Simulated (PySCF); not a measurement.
**How methods differ on the ionisation energy of Kr**

Kr [Kr] (1S) → Kr⁺ [Ar] 3d10 4s2 4p5 (2P), as a difference of total energies. Calculation: PySCF 2.14, in aug-cc-pVTZ-PP with ECP10MDF (6s5p4d2f, 55 functions); scalar relativity through the core potential. Correlated levels: valence: 3s2 3p6 3d10 frozen. The calculations carry no spin-orbit coupling.

```tsv
method	ionisation energy (eV)	error (eV)
UHF	13.053	-1.169
LDA	14.295	+0.073
PBE	13.999	-0.223
PBE0	14.051	-0.171
r2SCAN	14.133	-0.089
M06-2X	14.000	-0.222
M06-L	13.772	-0.450
LC-wPBE	14.062	-0.160
revPBE	13.929	-0.293
MP2 (valence)	14.039	-0.183
SCS-MP2 (valence)	13.954	-0.268
```

Reference: 14.222 eV (measured; NIST levels, between the centres of gravity of the two terms).

Errors of the correlated levels include the incompleteness of this basis and the frozen core.
